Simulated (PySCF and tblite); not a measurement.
Results of a calculation; reference values are marked as such.
## Dynamics report: rearrangement

System: C₃H₇BF₂Si, numbered as in [CH2:1]=[C:2]([SiH3:3])[CH2:4][B:5]([F:6])[F:7].

Motion: shift of B5 from C4 to C1. The path came from a restrained scan, a climbing-image band and a saddle search at GFN2-xTB; energies are PBE0/pcSseg-1 + D3(BJ)//PBE0-D3(BJ)/def2-SVP, thermal terms GFN2-xTB. Rate constants are transition-state-theory values, counting equivalent paths, without tunnelling. Shieldings: GIAO at the same DFT level; methyl-like tops are averaged, other torsions stay as in the two minima; line shapes leave out couplings. (PySCF 2.14 with density fitting, tblite 0.8.)

| point | symmetry | E(GFN2) kcal/mol | E(DFT) kcal/mol | ZPE change kcal/mol | lowest mode cm⁻¹ | dipole D |
| --- | --- | --- | --- | --- | --- | --- |
| start | C1 | 0.0 | 0.0 | 0.00 | 22 | 1.58 |
| saddle | Cs | 20.0 | 29.8 | -0.89 | 398i | 3.08 |
| end | C1 | 0.0 | 0.0 | 0.00 | 23 | 1.58 |

- Electronic barrier: 29.8 kcal/mol
- Barrier with zero-point energy: 28.9 kcal/mol
- ΔH‡ (298 K): 28.3 kcal/mol
- ΔS‡ (298 K, symmetry apart): -6.0 cal/(mol K)
- Paths: 1 equivalent path
- End point: the same structure with atoms interchanged, or its mirror image
- Mean lifetime of the start against this motion at 298 K: 55 years
- Cost: 3.2 min on 1 thread of Intel Xeon 6975P-C, on a host shared with other jobs (rough), peak memory 0.78 GiB, launched as `OMP_NUM_THREADS=1 python ens_run.py task.json out`

```
T/K  ΔG‡ kcal/mol      k s⁻¹
150          29.4  4.6×10⁻³¹
200          29.6  1.8×10⁻²⁰
250          29.8  4.3×10⁻¹⁴
298          30.1  5.8×10⁻¹⁰
350          30.3     9×10⁻⁷
400          30.5    0.00018
500          30.9       0.32
```

ΔG and ΔG‡ leave out symmetry numbers and mirror images; rates count paths: 1 out.

Sites that the motion interchanges:

```json
{"nucleus": "¹H", "site": "H on C1 [second of two]", "ppm": "6.10", "scale": "δ against TMS"}
{"nucleus": "¹H", "site": "H on C4 [second of two]", "ppm": "2.05", "scale": "δ against TMS"}
{"nucleus": "¹H", "site": "H on C1 [first of two]", "ppm": "6.02", "scale": "δ against TMS"}
{"nucleus": "¹H", "site": "H on C4 [first of two]", "ppm": "2.00", "scale": "δ against TMS"}
```

```
nucleus                                              sites  ¹H MHz  spread Hz  coalescence K  k there s⁻¹
     ¹H  H on C1 [second of two] / H on C4 [second of two]     250       1011            707         2250
     ¹H  H on C1 [second of two] / H on C4 [second of two]     270       1092            709         2430
     ¹H  H on C1 [second of two] / H on C4 [second of two]     600       2427            736         5400
     ¹H    H on C1 [first of two] / H on C4 [first of two]     250       1004            706         2230
     ¹H    H on C1 [first of two] / H on C4 [first of two]     270       1085            709         2410
     ¹H    H on C1 [first of two] / H on C4 [first of two]     600       2410            736         5360
```

Coalescence temperatures outside 150 to 500 K extrapolate the thermal terms and ignore freezing or boiling of a solvent.
